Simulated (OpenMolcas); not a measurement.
Cu4+ (d7) among equal point charges was computed by CASSCF with the d shell active (OpenMolcas, ANO-RCC-VDZP on the metal). Its lowest spin-free states, and all those of the highest spin:

| 2S+1 | Degeneracy | E (cm-1) |
| --- | --- | --- |
| 4 | 1 | 0.0 |
| 4 | 2 | 347.9 |
| 4 | 1 | 865.1 |
| 4 | 2 | 1511 |
| 4 | 1 | 1825 |
| 4 | 2 | 23893 |
| 2 | 1 | 24446 |
| 2 | 1 | 24509 |
| 2 | 2 | 24760 |
| 2 | 1 | 24980 |
| 2 | 1 | 25149 |
| 2 | 2 | 25271 |
| 4 | 1 | 26637 |

Question: Is the site octahedral, tetrahedral or cube-like, axial, or of lower symmetry?

Answer: The states with 2S+1 = 4 have orbital degeneracies 1, 2, 1, 2, 1, 2, 1. There are pairs but no triples, so the site is axial: not cubic, but with a proper or improper axis of order three or more. The run had Cu4+ among 5 point charges of -1 e arranged as a square pyramid (C4v), 2.01 Å from the ion, with the axial distance 2.151 Å.

Spin-orbit coupling mixes the spin-free states strongly: the lowest level takes only 54 % from its leading state, an unlabelled state of the same spin as most of the rest. Without dynamic correlation the repulsion within the d shell is too large (B by tens of per cent), so at a given field states of lower spin stand too high. Point charges give a weaker field than real ligands, and real ions of this kind are often low spin; the high spin found here belongs to the model. The ground term spreads over less than 5000 cm-1, several times less than with real ligands, so orbital moments are less quenched and χT lies further from the spin-only value than at real sites. This is an electrostatic model: the charges have no orbitals. An unlabelled pair can be two single states that coincide in this model. No measured value stands beside these numbers.
